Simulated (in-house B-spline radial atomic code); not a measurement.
Successive ionisation energies of mercury; each step leads to the configuration of the next row (after the last: [Kr] 4d3). NIST's values go from ground level to ground level; the uncertainty of those that are theory runs from under 0.1 % in few-electron ions to several per cent in heavy many-electron ones. Computed with a B-spline radial code for spherical atoms: non-relativistic Hartree-Fock, average of the configuration, point nuclei.

This level leaves out relativity, spin-orbit splitting included, which matters for heavy ions.

```tsv
ion	configuration	ionisation energy (eV)	tabulated value (eV)	tabulated kind	computed minus tabulated (eV)	highest orbital	largest mean radius (bohr)
Hg34+	[Kr] 4d10	1560.3	1549	tabulated theory	11.3	4d	0.40738
Hg35+	[Kr] 4d9	?	?	tabulated theory	?	?	?
Hg36+	[Kr] 4d8	1674.2	1661	tabulated theory	13.2	4d	0.40358
Hg37+	[Kr] 4d7	1732.1	1723	tabulated theory	9.1	4d	0.40169
Hg38+	[Kr] 4d6	1790.5	1780	tabulated theory	10.5	4d	0.39982
Hg39+	[Kr] 4d5	?	?	tabulated theory	?	?	?
Hg40+	[Kr] 4d4	1909.3	1928	tabulated theory	-18.7	4d	0.39613
```

Q: Fill in the row of Hg35+.

A: ionisation energy (eV): 1616.9; tabulated value (eV): 1603; computed minus tabulated (eV): 13.9; highest orbital: 4d; largest mean radius (bohr): 0.40547.

Q: Fill in the row of Hg39+.

A: ionisation energy (eV): 1849.6; tabulated value (eV): 1839; computed minus tabulated (eV): 10.6; highest orbital: 4d; largest mean radius (bohr): 0.39797.
